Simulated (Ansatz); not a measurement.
## One molecule, several partners

CH₅N (SMILES CN) beside different partners, each pair relaxed from a docking trial to one local arrangement, named by its closest contact against the van der Waals radii; a more strongly bound one may exist. Pairs that react, share a proton or have a doubtful reference are left out. Counterpoise interaction energies from the frozen fragments; negative means bound. Gas-phase electronic energies, without zero-point energy, by CCSD(T) at an estimated basis limit (MP2 extrapolated from triple and quadruple zeta, plus CCSD(T) − MP2 in triple zeta); Ansatz 0.2.0, def2-TZVPPD and QZVPPD, frozen cores, on PBE0-D4/def2-TZVP (TZVPD for anions) structures. Extrapolation: Hartree–Fock as exp(−7.88 √X), correlation as X^−2.97.

```json
{"partner": "NH₄⁺", "closest contact, atom of CH₅N first (Å)": "H···H 1.65", "interaction energy (kJ/mol)": "?"}
{"partner": "H₂S", "closest contact, atom of CH₅N first (Å)": "N···H 2.03", "interaction energy (kJ/mol)": "-17.2"}
{"partner": "Cl⁻", "closest contact, atom of CH₅N first (Å)": "H···Cl 2.30", "interaction energy (kJ/mol)": "-42.8"}
{"partner": "CH₄", "closest contact, atom of CH₅N first (Å)": "N···H 2.90", "interaction energy (kJ/mol)": "-2.9"}
{"partner": "HF", "closest contact, atom of CH₅N first (Å)": "N···H 1.61", "interaction energy (kJ/mol)": "-63.0"}
{"partner": "H₂", "closest contact, atom of CH₅N first (Å)": "N···H 2.55", "interaction energy (kJ/mol)": "-3.6"}
```

Task: What is the interaction energy with NH₄⁺? (Judge from chemistry; the value comes from the calculation.)

Result: Computed: -20.6 kJ/mol. It counts from the two fragments frozen as in the pair.

Task: Which of these pairs would not bind at these structures without electron correlation? (A judgement: the text doesn't fix the answer.)

Result: By the calculation: H₂, CH₄: the Hartree–Fock interaction is repulsive at this distance, so correlation does the binding there; at its own, longer distance Hartree–Fock may still bind a polar pair.

The T1 diagnostic stays at or below 0.011.

For scale, one of the runs: CCSD(T)/def2-TZVPPD, 264 basis functions, launched by `ansatz run in.yaml --threads 4 --pin off --events-out ev --progress --plain --max-ram 9574MiB`. Time: 91 s of wall clock on 4 CPU threads of an Arm Neoverse V2; the host was shared. Peak host memory: 6.7 GiB.
